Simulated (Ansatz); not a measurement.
One arrangement of a pair

The pair of NH₄⁺ (SMILES [NH4+], atoms 1–5) and GeH₄ (SMILES [GeH4], atoms 6–10), both closed shells, in one local arrangement (a lower one may exist), relaxed at PBE0-D4/def2-TZVP:

```xyz
10
angstrom
N 0.2731 0.2831 -2.0092
H -0.6338 0.3670 -2.4722
H 0.8148 1.1352 -2.1653
H 0.7788 -0.5168 -2.3943
H 0.1294 0.1438 -0.9820
Ge -0.2817 -0.2930 2.0756
H -0.0829 -0.0610 0.5323
H 0.8385 0.4946 2.7500
H -0.1624 -1.8017 2.2757
H -1.6739 0.2486 2.3894
```

Computed with Ansatz 0.2.0 (basis: def2-TZVPPD, with def2-QZVPPD for the basis limit); correlated methods freeze the cores. Filled d shells of the heavier atoms are correlated. The def2 sets are not built for correlating such inner shells, so the correlated values are less sure here. B3LYP uses VWN-RPA correlation. Extrapolation: Hartree–Fock as exp(−7.88 √X), correlation as X^−2.97. Interaction energies count from these two fragments, frozen as in the pair, with the counterpoise correction; negative means bound.

What is the interaction energy by CCSD(T) at an estimated basis limit (MP2 extrapolated from triple and quadruple zeta, plus CCSD(T) − MP2 in triple zeta)? (An estimate is asked for; the value comes from the calculation.)

Computed: -31.7 kJ/mol. Hartree–Fock alone gives -22.9 kJ/mol at the basis limit. It counts from the two fragments frozen as in the pair.

The same quantity by other methods in triple zeta, and each one's difference from that estimate:
```tsv
method	E_int (kJ/mol)	difference
PBE-D4	-40.6	-8.9
revPBE-D4	-37.2	-5.5
BLYP-D4	-39.1	-7.4
r2SCAN-D4	-35.3	-3.5
B97M-V	-38.5	-6.8
PBE0-D4	-37.2	-5.5
B3LYP-D4	-37.5	-5.7
HSE06-D4	-37.4	-5.6
wB97X-V	-32.9	-1.2
wB97M-V	-33.2	-1.5
B2PLYP	-33.6	-1.9
HF	-22.8	8.9
MP2	-31.9	-0.2
CCSD	-30.0	1.7
CCSD(T)	-31.4	0.3
```
Differences are method less estimate.

Which atoms make the shortest contact between the fragments?

H5 and H7, 1.54 Å apart.

Energy to bend the free fragments (PBE0-D4 minima) into their shapes in the pair, CCSD(T)/def2-TZVPPD: NH₄⁺ 1.1 kJ/mol; GeH₄ 5.2 kJ/mol. This must be added to the interaction energy to get the binding energy from relaxed fragments.

Basis-set superposition shift (counterpoise-corrected less uncorrected): CCSD(T) 3.2; MP2 3.3; HF 0.6; PBE0-D4 0.6; wB97M-V 0.7 kJ/mol.

No T1 diagnostic of these runs exceeds 0.012.

For scale, one of the runs: CCSD(T)/def2-TZVPPD, 227 basis functions, launched by `ansatz run in.yaml --threads 4 --pin off --events-out ev --progress --plain --max-ram 9574MiB`. Time: 36 s of wall clock on 4 CPU threads of an Intel Xeon Platinum 8488C; the host was shared. Peak host memory: 3.7 GiB.
